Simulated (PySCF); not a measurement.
Scan of F2Mg, singlet: symmetric bend, bond length relaxed. Scanned: F-Mg-F angle. Other coordinates (Mg-F bond length) were minimised at B3LYP/def2-TZVP.

Methods: CAM-B3LYP/cc-pVTZ (PySCF); MP2 on RHF/cc-pVTZ, 3 core orbitals frozen (PySCF); RKS-BP86/6-31G* = restricted BP86/6-31G*, spherical d run with PySCF.

Energies in mEh, each method relative to its own lowest point.

```tsv
a / °	CAM-B3LYP	MP2	RKS-BP86/6-31G*
180	0.0	0.0	0.0
170	?	?	?
160	2.3	?	2.1
150	5.3	6.0	4.9
140	9.6	10.6	9.3
130	15.4	16.6	15.0
120	22.9	24.3	22.5
110	32.5	34.1	32.0
100	45.0	47.0	43.9
90	61.5	64.1	59.5
80	84.4	87.8	81.1
```

**Question.** Complete the blanks.

**Answer.** 
- 170, CAM-B3LYP: 0.6
- 170, MP2: 0.7
- 170, RKS-BP86/6-31G*: 0.5
- 160, MP2: 2.7
